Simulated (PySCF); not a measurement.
C₃H₂F₄, charge +1, multiplicity 2. Atoms are numbered in the order given.

```xyz
9

F      0.1821     2.8187     0.0000
C     -0.3159     1.6427     0.0000
C      0.5537     0.5222     0.0000
C      0.0121    -0.8981     0.0000
F      0.4753    -1.5023    -1.0977
F      0.4753    -1.5023     1.0977
F     -1.3245    -0.9085     0.0000
H     -1.4242     1.5821     0.0000
H      1.6515     0.6659     0.0000
```
Charge +1, spin multiplicity 2.

Geometry optimised at PBE-D3(BJ)/def2-SVP. The multiplicity is an assumed one; no other spin state was optimised.

The numbers are results of PBE0/def2-TZVP in PySCF, not measurements.

ESP charges are fitted to the potential on shells at 1.4 to 2.0 van der Waals radii. Atomic charges (e):

| atom | Löwdin | meta-Löwdin | Mulliken | ESP fit | Mulliken spin |
|---|---|---|---|---|---|
| F1 | 0.40 | -0.06 | 0.03 | 0.01 | 0.11 |
| C2 | -0.03 | 0.42 | 0.27 | 0.47 | 0.31 |
| C3 | 0.14 | 0.05 | 0.00 | -0.12 | 0.60 |
| C4 | -0.69 | … | 0.45 | 0.46 | -0.02 |
| F5 | 0.27 | … | -0.08 | -0.08 | 0.02 |
| F6 | 0.27 | … | -0.08 | -0.08 | 0.02 |
| F7 | 0.25 | … | -0.11 | -0.11 | 0.00 |
| H8 | 0.19 | 0.22 | 0.26 | 0.17 | -0.01 |
| H9 | 0.20 | … | 0.27 | 0.27 | -0.02 |

### Question
Complete the blanks. (The exact figures need the calculation; the answer reports its results.)

### Answer

- C4, meta-Löwdin: 0.80
- F5, meta-Löwdin: -0.21
- F6, meta-Löwdin: -0.21
- F7, meta-Löwdin: -0.23
- H9, meta-Löwdin: 0.23

Computed Mayer and Wiberg (Löwdin basis) orders of the bonds:
| bond | Mayer | Wiberg |
|---|---|---|
| F1–C2 | 1.34 | 2.08 |
| C2–C3 | 1.40 | 1.62 |
| C3–C4 | 0.99 | 1.11 |
| C4–F5 | 1.18 | 1.80 |
| C4–F6 | 1.18 | 1.80 |
| C4–F7 | 1.17 | 1.78 |
| C2–H8 | 0.91 | 0.86 |
| C3–H9 | 0.89 | 0.82 |
